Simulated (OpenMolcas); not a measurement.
## 3d⁶ along the 24-electron sequence

```
Program             : OpenMolcas 26.06
Method              : MS-RASPT2, IPEA 0.25 Eh, imaginary shift 0.1 Eh
Basis               : ANO-RCC-VTZP
Scalar Hamiltonian  : DKH2, point nucleus
Spin-orbit coupling : state interaction with AMFI integrals over the reference wave functions, term energies averaged over their components
```

Active space for each ion: 12 electrons in 8 orbitals (RAS1 3p, at most 2 holes; RAS2 3d); closed shells correlated by CASPT2: 3s.

Computed levels in cm-1 above ⁵D₄:

| Level | Fe2+ | Co3+ | Ni4+ | Cu5+ |
| --- | --- | --- | --- | --- |
| ⁵D₃ | 441 | 661 | 862 | 1153 |
| ⁵D₂ | 750 | 1117 | 1448 | 1923 |
| ⁵D₁ | 949 | 1408 | 1822 | 2410 |
| ⁵D₀ | 1046 | 1550 | 2000 | 2650 |
| ³P₂(1) | 19770 | 23300 | 26800 | 29880 |
| ³H₆ | 20070 | 23720 | 27460 | 30770 |
| ³H₅ | 20300 | 24040 | 27860 | 31270 |
| ³H₄ | 20460 | 24260 | 28110 | 31520 |
| ³P₁(1) | 21060 | 25230 | 29320 | 33240 |
| weight of ⁵D in the lowest level (%) | 100 | 100 | 100 | 100 |

Measured, with the error of the calculation in %. Measured levels: Fe2+ from Corliss and Sugar, J. Phys. Chem. Ref. Data 11, 135 (1982); Co3+ from Sugar and Corliss, J. Phys. Chem. Ref. Data 10, 1097 (1981); Ni4+ from Corliss and Sugar, J. Phys. Chem. Ref. Data 10, 197 (1981); Cu5+ from Sugar and Musgrove, J. Phys. Chem. Ref. Data 19, 527 (1990).

```
 Level          Fe2+          Co3+          Ni4+          Cu5+
   ⁵D₃    436 (+1.1)    639 (+3.5)    890 (-3.2)   1196 (-3.6)
   ⁵D₂    739 (+1.5)   1078 (+3.6)   1490 (-2.8)   1987 (-3.2)
   ⁵D₁    932 (+1.8)                 1872 (-2.6)   2490 (-3.1)
   ⁵D₀   1027 (+1.9)   1494 (+3.8)   2058 (-2.6)   2733 (-3.1)
³P₂(1)  19405 (+1.9)  22883 (+1.8)  26153 (+2.5)  29285 (+2.0)
   ³H₆  20051 (+0.1)  23680 (+0.2)  27111 (+1.3)  30418 (+1.2)
   ³H₅     20301 (0)     24032 (0)  27578 (+1.0)  31009 (+0.8)
   ³H₄  20482 (-0.1)  24272 (-0.1)  27859 (+0.9)  31288 (+0.7)
³P₁(1)  20688 (+1.8)  24729 (+2.0)  28698 (+2.2)  32685 (+1.7)
```

The fine-structure level ⁵D₀ changes by a factor of 2.53 from Fe2+ to Cu5+. Its fourth root runs 5.69, 6.27, 6.69, 7.17, with steps per unit of Z of 0.59, 0.41, 0.49; equal steps would mean a (Z - σ)^4 law with constant σ.

³P₂(1) changes by a factor of 1.51 over the same range, with steps per unit of Z of +3530, +3500, +3080 cm-1.

Term energies are means over components that CASPT2 splits; among the terms shown or strongly mixed into the levels shown the widest spread is 400 cm-1 (3d⁶ ³H, Fe2+). Active for correlation alone: 3p; no level in the range computed is led by a configuration that opens it, so any true level of that kind is missing. The CASPT2 spread within a term exceeds the gap to the next term for 3d⁶ ³H and 3d⁶ ³P(1), so the order of their levels is uncertain. Computed and measured levels are paired by configuration, term and J; levels that our copy of the source lacks, or whose pairing is in doubt (as where it misses far off the trend of its configuration), stay unpaired and out of the deviations. Levels of configurations outside the active space are missing.

A number in round brackets counts repeated terms of one configuration in the order of the reference energies.
